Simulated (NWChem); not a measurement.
System: SiH3SF; SMILES F[SiH2]S

Here is an NWChem input.

```
start job
memory heap 200 mb stack 900 mb global 1100 mb
geometry units angstroms noautosym nocenter noautoz
  Si    -0.643932     0.576547    -0.096936
  F      0.728931     1.339027     0.316499
  S     -0.324093    -1.496032    -0.449344
  H     -1.597825     0.789196     1.022462
  H     -1.123141     1.134244    -1.386144
  H     -0.182369    -1.811871     0.857137
end
basis spherical
  * library def2-tzvp
end
dft
  xc pbe0
  iterations 150
end
tddft
  cis
  ecut -63.0
  nroots 6
  notriplet
end
task tddft energy
```

Output (shortened):

```
             Northwest Computational Chemistry Package (NWChem) 7.3.0
             --------------------------------------------------------

                             Geometry "geometry" -> ""
                             -------------------------

 Output coordinates in angstroms (scale by  1.889725989 to convert to a.u.)

  No.       Tag          Charge          X              Y              Z
 ---- ---------------- ---------- -------------- -------------- --------------
    1 Si                  14.0000    -0.64393200     0.57654700    -0.09693600
    2 F                    9.0000     0.72893100     1.33902700     0.31649900
    3 S                   16.0000    -0.32409300    -1.49603200    -0.44934400
    4 H                    1.0000    -1.59782500     0.78919600     1.02246200
    5 H                    1.0000    -1.12314100     1.13424400    -1.38614400
    6 H                    1.0000    -0.18236900    -1.81187100     0.85713700

 Effective nuclear repulsion energy (a.u.)     151.7997130349

                                 NWChem DFT Module
                                 -----------------

 Summary of "ao basis" -> "ao basis" (spherical)
 ------------------------------------------------------------------------------
       Tag                 Description            Shells   Functions and Types
 ---------------- ------------------------------  ------  ---------------------
 Si                        def2-tzvp                13       37   5s5p2d1f
 F                         def2-tzvp                11       31   5s3p2d1f
 S                         def2-tzvp                13       37   5s5p2d1f
 H                         def2-tzvp                 4        6   3s1p

            General Information
            -------------------
          SCF calculation type: DFT
          Wavefunction type:  closed shell.
          No. of atoms     :     6
          No. of electrons :    42
           Alpha electrons :    21
            Beta electrons :    21
          Charge           :     0
          Spin multiplicity:     1
          Use of symmetry is: off; symmetry adaption is: off
          Maximum number of iterations: 150
          AO basis - number of functions:   123
                     number of shells:    49
          Convergence on energy requested:  1.00D-06
          Convergence on density requested:  1.00D-05
          Convergence on gradient requested:  5.00D-04

              XC Information
              --------------
                         PBE0 Method XC Functional
                     Hartree-Fock (Exact) Exchange  0.250
          PerdewBurkeErnzerhof Exchange Functional  0.750
            Perdew 1991 LDA Correlation Functional  1.000 local
           PerdewBurkeErnz. Correlation Functional  1.000 non-local

             Grid Information
             ----------------
          Grid used for XC integration:  medium
          Radial quadrature: Mura-Knowles
          Angular quadrature: Lebedev.
          Tag              B.-S. Rad. Rad. Pts. Rad. Cut. Ang. Pts.
          ---              ---------- --------- --------- ---------
          Si                  1.10       88           9.0       590
          F                   0.50       49          10.0       434
          S                   1.00       88          10.0       590
          H                   0.35       45          11.0       434
          Grid pruning is: on
          Number of quadrature shells:   360
          Spatial weights used:  Erf1

      Superposition of Atomic Density Guess
      -------------------------------------

 Sum of atomic energies:        -787.23241781

      Non-variational initial energy
      ------------------------------

 Total energy =    -787.874386
 1-e energy   =   -1392.787528
 2-e energy   =     453.113429
 HOMO         =      -0.338239
 LUMO         =       0.046961

[...]

                                NWChem TDDFT Module
                                -------------------

            General Information
            -------------------
           No. of orbitals :     246
            Alpha orbitals :     123
             Beta orbitals :     123
        Alpha frozen cores :       0
         Beta frozen cores :       0
     Alpha frozen virtuals :       0
      Beta frozen virtuals :       0
         Spin multiplicity :       1
    Number of AO functions :     123
        Use of symmetry is : off
      Symmetry adaption is : off
         Schwarz screening :  0.10D-07

              XC Information
              --------------
                  PBE0 Method XC Functional
              Hartree-Fock (Exact) Exchange   0.25
   PerdewBurkeErnzerhof Exchange Functional   0.75
     Perdew 1991 LDA Correlation Functional   1.00 local
    PerdewBurkeErnz. Correlation Functional   1.00 non-local

             TDDFT Information
             -----------------
          Calculation type : Tamm-Dancoff TDDFT
         Wavefunction type : Restricted singlets
          No. of electrons :      42
           Alpha electrons :      21
            Beta electrons :      21
              No. of roots :       6
          Max subspacesize :    5200
            Max iterations :     100
               Target root :       1
           Target symmetry : none
             Energy Cutoff :-0.63D+02
      Symmetry restriction : off
                 Algorithm : Optimal
        Davidson threshold :  0.10D-03

    6 smallest eigenvalue differences (eV)
--------------------------------------------------------
  No. Spin  Occ  Vir  Irrep   E(Occ)    E(Vir)   E(Diff)
--------------------------------------------------------
    1    1    2   22 a       -66.305     0.001  1804.290
    2    1    2   23 a       -66.305     0.006  1804.426
    3    1    2   24 a       -66.305     0.023  1804.867
    4    1    2   25 a       -66.305     0.062  1805.943
    5    1    2   26 a       -66.305     0.074  1806.274
    6    1    2   27 a       -66.305     0.144  1808.178
--------------------------------------------------------

  Entering Davidson iterations
  Restricted singlet excited states

  Iter   NTrls   NConv    DeltaV     DeltaE      Time
  ----  ------  ------  ---------  ---------  ---------
    1      6       0     0.54E-01   0.10+100       14.4
    2     12       0     0.89E-02   0.59E-02       14.7
    3     18       0     0.86E-02   0.30E-03       14.4
    4     24       5     0.17E-02   0.27E-04       14.4
    5     25       4     0.27E-03   0.62E-06       12.2
    6     27       6     0.53E-04   0.12E-07       13.7
  ----  ------  ------  ---------  ---------  ---------
  Convergence criterion met

  Ground state a        -789.128692548638 a.u.

  ----------------------------------------------------------------------------
  Root   1 singlet a             66.217629867 a.u.             1801.8742 eV
  ----------------------------------------------------------------------------
     Transition Moments    X  0.00836   Y  0.00226   Z  0.00224
     Dipole Oscillator Strength                    0.0035285115
     Electric Quadrupole                           0.0003628413
     Magnetic Dipole                               0.0003963813
     Total Oscillator Strength                     0.0042877342

     Occ.    2  a   ---  Virt.   22  a        0.33999
     Occ.    2  a   ---  Virt.   23  a        0.92809
     Occ.    2  a   ---  Virt.   30  a        0.09680
     Occ.    2  a   ---  Virt.   34  a        0.07059
     Occ.    2  a   ---  Virt.   35  a       -0.05729
  ----------------------------------------------------------------------------
  Root   2 singlet a             66.238369639 a.u.             1802.4385 eV
  ----------------------------------------------------------------------------
     Transition Moments    X -0.00144   Y  0.00896   Z  0.00013
     Dipole Oscillator Strength                    0.0036380021
     Electric Quadrupole                           0.0004090111
     Magnetic Dipole                               0.0002341242
     Total Oscillator Strength                     0.0042811374

     Occ.    2  a   ---  Virt.   22  a       -0.23036
     Occ.    2  a   ---  Virt.   23  a        0.10422
     Occ.    2  a   ---  Virt.   24  a       -0.94582
     Occ.    2  a   ---  Virt.   25  a       -0.05268
     Occ.    2  a   ---  Virt.   26  a       -0.10641
     Occ.    2  a   ---  Virt.   29  a        0.11082
     Occ.    2  a   ---  Virt.   32  a       -0.07919
  ----------------------------------------------------------------------------
  Root   3 singlet a             66.242388647 a.u.             1802.5479 eV
  ----------------------------------------------------------------------------
     Transition Moments    X  0.00174   Y  0.00098   Z -0.00309
     Dipole Oscillator Strength                    0.0005969656
     Electric Quadrupole                           0.0000556133
     Magnetic Dipole                               0.0000948040
     Total Oscillator Strength                     0.0007473829

     Occ.    2  a   ---  Virt.   22  a        0.86956
     Occ.    2  a   ---  Virt.   23  a       -0.32034
     Occ.    2  a   ---  Virt.   24  a       -0.27353
     Occ.    2  a   ---  Virt.   26  a        0.24105
     Occ.    2  a   ---  Virt.   28  a        0.05221
  ----------------------------------------------------------------------------
  Root   4 singlet a             66.278445415 a.u.             1803.5290 eV
  ----------------------------------------------------------------------------
     Transition Moments    X -0.00028   Y  0.00149   Z -0.00650
     Dipole Oscillator Strength                    0.0019704539
     Electric Quadrupole                           0.0001916531
     Magnetic Dipole                               0.0002903891
     Total Oscillator Strength                     0.0024524961

[...]
```

Level: PBE0/def2-TZVP, restricted-window TDA. All runs use the structure optimised with PBE0/def2-SVP. The quadrupole and magnetic terms of the printed total strengths depend on the origin.
